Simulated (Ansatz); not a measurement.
Species: C2H6GeO2, charge 0, multiplicity 1. 
Coordinates optimised at B3LYP-D3(BJ)/def2-TZVP (Ansatz, a first-principles code):
SMILES: CC([O][GeH3])=O
```xyz
11

C      2.7758     0.1158    -0.2970
C      1.3697    -0.2465     0.0946
O      1.0723    -1.1549     0.8383
O      0.4528     0.5469    -0.4679
Ge    -1.2907     0.1474    -0.0217
H      2.8817     0.0558    -1.3810
H      3.4795    -0.5567     0.1852
H      2.9831     1.1468    -0.0077
H     -1.6164    -1.2643    -0.5134
H     -1.4686     0.3252     1.4874
H     -2.0315     1.2250    -0.8231
```

Computed values are from Ansatz. Cores are frozen in the correlated levels unless marked. Open shells are spin-unrestricted. No spin-orbit coupling. The frozen core is the preceding noble-gas configuration, with the filled d and f shells of earlier blocks. No relativistic terms. CBS marks a two-point X^-3 extrapolation of the correlation energy; Hartree-Fock from the larger set. [CCSD(T)-MP2]/basis is that difference in the basis named.

```yaml
atomisation energy De: 993.0 kcal/mol at CCSD(T)/CBS(aug-cc-pVTZ,aug-cc-pVQZ)
vertical ionisation energy (to the doublet): 10.57 eV at RI-MP2/CBS(aug-cc-pVTZ,aug-cc-pVQZ)+[CCSD(T)-MP2]/aug-cc-pVTZ
vertical_triplet_singlet_gap: 5.76 eV at RI-MP2/CBS(aug-cc-pVTZ,aug-cc-pVQZ)+[CCSD(T)-MP2]/aug-cc-pVTZ
total_energy: -2305.6032 Eh at CCSD(T)/CBS(aug-cc-pVTZ,aug-cc-pVQZ)
dipole_moment: 1.54 D at CCSD(T)/aug-cc-pVDZ
T1 diagnostic: 0.015 at CCSD/aug-cc-pVQZ
```
